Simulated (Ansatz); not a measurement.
Consider the formal exchange of groups at a C–N bond: `CN([SiH3])[AsH2]` + `C[Si]C` → `CC[Si]C` + `[SiH3]N[AsH2]`.

Program: Ansatz. Geometries: PBE0-D4/def2-TZVP. ΔE: electronic, gas phase. CCSD(T)/CBS adds triple-zeta CCSD(T) − MP2 to the extrapolated MP2 energy (def2 sets, frozen cores). DFT in def2-TZVPP. B3LYP here is the variant with VWN-RPA as its local correlation; programs differ in this. For As outer-core shells are correlated without core-valence functions, which leaves a few kJ/mol of doubt a bond. Scalar relativity is left out up to krypton. One conformer a species, not always the lowest.

Q: Is it downhill or uphill in electronic energy at CCSD(T)/CBS, and by how much? (An estimate is asked.)

A: Ansatz gave: Downhill: ΔE = -27.4 kJ/mol.

Q: What do these levels give: PBE-D4, r2SCAN-D4, ωB97M-V, PBE, r2SCAN, B3LYP, SCS-MP2/def2-TZVPP, CCSD(T)/def2-TZVPP, HF/def2-QZVPP, MP2/def2-QZVPP, SCS-MP2/def2-QZVPP, MP2/CBS(def2)? (Estimate.)

A: The calculation gave: PBE-D4 -24.7, r2SCAN-D4 -27.1, ωB97M-V -27.6, PBE -26.2, r2SCAN -27.4, B3LYP -27.3, SCS-MP2/def2-TZVPP -26.0, CCSD(T)/def2-TZVPP -26.0, HF/def2-QZVPP -30.9, MP2/def2-QZVPP -27.1, SCS-MP2/def2-QZVPP -27.0, MP2/CBS(def2) -27.6 kJ/mol.

Largest T1 diagnostic among the species: 0.012.

In def2-TZVPP, CCSD(T) changes the Hartree–Fock value by +4.8 kJ/mol (the triples alone add +1.3 kJ/mol) and MP2 by +4.6 kJ/mol.
